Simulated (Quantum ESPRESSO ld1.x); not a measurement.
Values are calculated unless marked as measured or tabulated.
Q: These are the eigenvalues of the occupied orbitals of an atom or ion with whole-number occupations (hartree). Level of theory: Dirac Kohn-Sham, PBE, spin-unpolarised, spherical densities, point nucleus (ld1.x of Quantum ESPRESSO 7.5).

| orbital | eigenvalue |
|---|---|
| 1s1/2 | -460.7682 |
| 2s1/2 | -60.3831 |
| 2p1/2 | -54.3094 |
| 2p3/2 | -52.7744 |
| 3s1/2 | -9.1787 |
| 3p1/2 | -7.1007 |
| 3p3/2 | -6.8845 |
| 3d3/2 | -3.3021 |
| 3d5/2 | -3.2690 |
| 4s1/2 | -1.8100 |
| 4p1/2 | -1.3508 |

Which element is it, and in what charge state? The configuration may be excited. Open shells, if any, fill j = l - 1/2 first.

A: Z = 34, selenium, charge +3: Se3+ in [Ar] 3d10 4s2 4p1. The list shows which subshells hold electrons but not how many an open one holds; the 1s level, -460.77 hartree, gives Z - s = 30.4 by -(Z - s)^2/2, which with screening and relativity narrows Z to a few neighbours, and the depths of the outer levels then fix element, charge and occupations together.
